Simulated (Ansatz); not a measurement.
```yaml
atoms:
  - { symbol: Zr, position_ang: [-0.0028, -0.0096, -0.0007] }
  - { symbol: F, position_ang: [1.0928, 1.1005, 1.1018] }
  - { symbol: F, position_ang: [1.0888, -1.1024, -1.0957] }
  - { symbol: F, position_ang: [-1.1021, 1.0885, -1.0920] }
  - { symbol: F, position_ang: [-1.0921, -1.0994, 1.0859] }
```

Basis set: STO-3G (spherical functions). Frozen core: 18 orbitals. Charge 0, multiplicity 1.

Computed with Ansatz (development build ahead of 0.2.0); each method stands on the lowest determinant of its kind that the runs found. Restricted open shells among the atoms or ions are ROHF, correlated in semicanonical orbitals with singles.

(1) Give the atomization energy at this shape (free ground-state atoms in the same class of orbitals less the molecule, no zero-point energy) of singlet ZrF₄ by RHF-MP2, RHF.

Answers

(1)

```
 method  atomization energy
RHF-MP2     584.48 kcal/mol
    RHF     491.78 kcal/mol
```

Caution: no unrestricted run beside it, a lower state can exist; other spin multiplicities were not run.

This basis has no polarisation functions and is too small for such energies, which can lie far from measured ones in either direction.
